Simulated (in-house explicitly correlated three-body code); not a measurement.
Computed with an exponentially correlated three-body code. Model: two electrons around a point charge, non-relativistic, variational in 260 exponentially correlated functions (energies converged to about 1e-7 hartree, or 1e-8 relative for large Z).

Command:
```bash
python run_hyl.py task.json out
```
Settings (lengths in bohr, energies in hartree):
```
Z                      8
nuclear_mass           25
interaction_strength   1
functions              260
states_tried           13
```

Time taken, with all properties: 28 s on 1 thread of Intel(R) Xeon(R) Platinum 8375C CPU @ 2.90GHz (Ice Lake), with other jobs on the host.

**Those bound S and P states to n = 4 that converged, binding against the one-electron ion.**

Given: nuclear charge 8; mass of the centre 25 electron masses.

Computed: one-electron threshold -30.7692308 hartree.

```csv
term,energy (hartree),binding (eV)
1 1S,-56.8624199,710.03
2 3S,-37.0620534,171.24
2 3P,-36.9520106,168.24
2 1S,-36.7931535,163.92
2 1P,-36.4842503,155.51
3 3S,-33.4999454,74.307
3 3P,?,?
3 1S,?,?
3 1P,-33.3431726,70.041
4 3S,-32.2887953,41.349
4 1S,-32.2598792,40.563
```

Q: What belongs in the row 3 3P?

A: energy (hartree): -33.4634776; binding (eV): 73.314.

Q: What belongs in the row 3 1S?

A: energy (hartree): -33.4286054; binding (eV): 72.365.

**Converged states only, values per electron or pair.**

```json
{"term": "1 1S", "mean r (bohr)": "0.20467", "mean r squared (bohr²)": "0.05621", "mean inverse r (1/bohr)": "7.3916", "mean r12 (bohr)": "0.29961", "mean inverse r12 (1/bohr)": "4.5408", "mean cosine": "-0.0014458", "mean p1 dot p2 (bohr⁻²)": "0.067154", "delta r1 (bohr⁻³)": "133.2", "delta r12 (bohr⁻³)": "14.366"}
{"term": "2 3S", "mean r (bohr)": "0.51692", "mean r squared (bohr²)": "0.43515", "mean inverse r (1/bohr)": "4.7174", "mean r12 (bohr)": "0.86923", "mean inverse r12 (1/bohr)": "1.355", "mean cosine": "0.0023594", "mean p1 dot p2 (bohr⁻²)": "-0.060562", "delta r1 (bohr⁻³)": "79.663", "delta r12 (bohr⁻³)": "-"}
{"term": "2 3P", "mean r (bohr)": "?", "mean r squared (bohr²)": "?", "mean inverse r (1/bohr)": "?", "mean r12 (bohr)": "?", "mean inverse r12 (1/bohr)": "?", "mean cosine": "?", "mean p1 dot p2 (bohr⁻²)": "?", "delta r1 (bohr⁻³)": "?", "delta r12 (bohr⁻³)": "-"}
{"term": "2 1S", "mean r (bohr)": "0.53346", "mean r squared (bohr²)": "0.46878", "mean inverse r (1/bohr)": "4.6974", "mean r12 (bohr)": "0.89405", "mean inverse r12 (1/bohr)": "1.5713", "mean cosine": "-0.0044193", "mean p1 dot p2 (bohr⁻²)": "-0.37137", "delta r1 (bohr⁻³)": "79.178", "delta r12 (bohr⁻³)": "2.468"}
{"term": "2 1P", "mean r (bohr)": "0.48179", "mean r squared (bohr²)": "0.37889", "mean inverse r (1/bohr)": "4.6644", "mean r12 (bohr)": "0.78382", "mean inverse r12 (1/bohr)": "1.6615", "mean cosine": "0.051402", "mean p1 dot p2 (bohr⁻²)": "2.8938", "delta r1 (bohr⁻³)": "72.788", "delta r12 (bohr⁻³)": "0.55784"}
{"term": "3 3S", "mean r (bohr)": "?", "mean r squared (bohr²)": "?", "mean inverse r (1/bohr)": "?", "mean r12 (bohr)": "?", "mean inverse r12 (1/bohr)": "?", "mean cosine": "?", "mean p1 dot p2 (bohr⁻²)": "?", "delta r1 (bohr⁻³)": "?", "delta r12 (bohr⁻³)": "-"}
{"term": "3 3P", "mean r (bohr)": "0.99936", "mean r squared (bohr²)": "1.8985", "mean inverse r (1/bohr)": "4.2285", "mean r12 (bohr)": "1.8194", "mean inverse r12 (1/bohr)": "0.7289", "mean cosine": "-0.013855", "mean p1 dot p2 (bohr⁻²)": "-1.0108", "delta r1 (bohr⁻³)": "72.296", "delta r12 (bohr⁻³)": "-"}
{"term": "3 1S", "mean r (bohr)": "1.0845", "mean r squared (bohr²)": "2.2388", "mean inverse r (1/bohr)": "4.2234", "mean r12 (bohr)": "1.9847", "mean inverse r12 (1/bohr)": "0.71642", "mean cosine": "-0.00016557", "mean p1 dot p2 (bohr⁻²)": "-0.1662", "delta r1 (bohr⁻³)": "74.412", "delta r12 (bohr⁻³)": "0.72011"}
{"term": "3 1P", "mean r (bohr)": "1.0416", "mean r squared (bohr²)": "2.0802", "mean inverse r (1/bohr)": "4.2146", "mean r12 (bohr)": "1.8974", "mean inverse r12 (1/bohr)": "0.7476", "mean cosine": "0.014751", "mean p1 dot p2 (bohr⁻²)": "0.6958", "delta r1 (bohr⁻³)": "72.481", "delta r12 (bohr⁻³)": "0.19067"}
{"term": "4 3S", "mean r (bohr)": "1.826", "mean r squared (bohr²)": "6.7462", "mean inverse r (1/bohr)": "4.0601", "mean r12 (bohr)": "3.4639", "mean inverse r12 (1/bohr)": "0.38454", "mean cosine": "0.00116", "mean p1 dot p2 (bohr⁻²)": "-0.067968", "delta r1 (bohr⁻³)": "73.304", "delta r12 (bohr⁻³)": "-"}
{"term": "4 1S", "mean r (bohr)": "1.8584", "mean r squared (bohr²)": "7.0029", "mean inverse r (1/bohr)": "4.058", "mean r12 (bohr)": "3.5279", "mean inverse r12 (1/bohr)": "0.40771", "mean cosine": "0.0004455", "mean p1 dot p2 (bohr⁻²)": "-0.0963", "delta r1 (bohr⁻³)": "73.268", "delta r12 (bohr⁻³)": "0.30113"}
```

Q: What belongs in the row 2 3P?

A: mean r (bohr): 0.44942; mean r squared (bohr²): 0.32352; mean inverse r (1/bohr): 4.721; mean r12 (bohr): 0.74845; mean inverse r12 (1/bohr): 1.6314; mean cosine: -0.067282; mean p1 dot p2 (bohr⁻²): -4.1469; delta r1 (bohr⁻³): 71.626.

Q: What belongs in the row 3 3S?

A: mean r (bohr): 1.0602; mean r squared (bohr²): 2.1295; mean inverse r (1/bohr): 4.2287; mean r12 (bohr): 1.938; mean inverse r12 (1/bohr): 0.65901; mean cosine: 0.0015924; mean p1 dot p2 (bohr⁻²): -0.093109; delta r1 (bohr⁻³): 74.515.
